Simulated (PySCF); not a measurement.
A species of formula C9H12O has this rotational fingerprint, computed with PySCF, PBE0-D3(BJ)/def2-SVP geometry optimisation, gas phase:

| Property | Result |
| --- | --- |
| Rotational constants | A = 3311, B = 770.3, C = 681.9 MHz |
| Dipole components | \|μa\| = 1.11 D, \|μb\| = 0.97 D, \|μc\| = 0.16 D |
| Inertial defect | -67.56 u·Å² |
| κ | -0.93 |

Task: Which candidate fits, each taken in the one conformer that was computed?
A. `[O:1]=[CH:2]/[C:3]1=[CH:4]/[CH2:5][CH2:6]/[CH:7]=[CH:8]\[CH2:9][CH2:10]1` with O1–C2–C3–C4 178°, C3–C4–C5–C6 15°, C4–C5–C6–C7 62°, C5–C6–C7–C8 -83°, C7–C8–C9–C10 15°
B. `[CH3:1][CH:2]([CH3:3])[O:4][c:5]1[cH:6][cH:7][cH:8][cH:9][cH:10]1` with C1–C2–O4–C5 78°, C2–O4–C5–C6 -177°
C. `[CH3:1][CH2:2][O:3][c:4]1[cH:5][cH:6][cH:7][cH:8][c:9]1[CH3:10]` with C1–C2–O3–C4 180°, C2–O3–C4–C5 0° (2-methylphenetole)
D. `[CH3:1][CH2:2][c:3]1[cH:4][cH:5][c:6]([O:7][CH3:8])[cH:9][cH:10]1` with C1–C2–C3–C4 89°, C5–C6–O7–C8 0° (4-ethylanisole)
E. `[CH3:1][CH2:2][CH2:3][c:4]1[cH:5][cH:6][cH:7][c:8]([OH:9])[cH:10]1` with C1–C2–C3–C4 63°, C2–C3–C4–C5 -101°, C7–C8–O9–H 0° (3-propylphenol)

Result: B. It is CC(C)Oc1ccccc1, a near-prolate asymmetric top, point group C1. The candidates at the same level (rigid rotor, commonest isotopes):

```
             SMILES  A (MHz)  B (MHz)  C (MHz)  μa (D)  μb (D)  μc (D)  Δ (u·Å²)  point group                        rotor
     CC(C)Oc1ccccc1     3311    770.3    681.9    1.11    0.97    0.16    -67.56           C1  near-prolate asymmetric top
     CCCc1cccc(O)c1     2359    842.4    719.0    0.72    0.64    0.40   -111.29           C1               asymmetric top
       CCOc1ccccc1C     2472    920.8    679.5    1.26    0.67    0.00     -9.52           Cs               asymmetric top
O=C/C1=C/CC/C=C\CC1     2159     1055    792.9    2.91    1.61    0.00    -75.65           C1               asymmetric top
     CCc1ccc(OC)cc1     3888    683.1    617.0    0.41    1.15    0.05    -50.78           C1  near-prolate asymmetric top
```

`CCc1ccc(OC)cc1` has A 17 % too high; `O=C/C1=C/CC/C=C\CC1` has B 37 % too high; `CCCc1cccc(O)c1` has A 29 % too low; `CCOc1ccccc1C` has A 25 % too low. No structure here is proved a minimum.
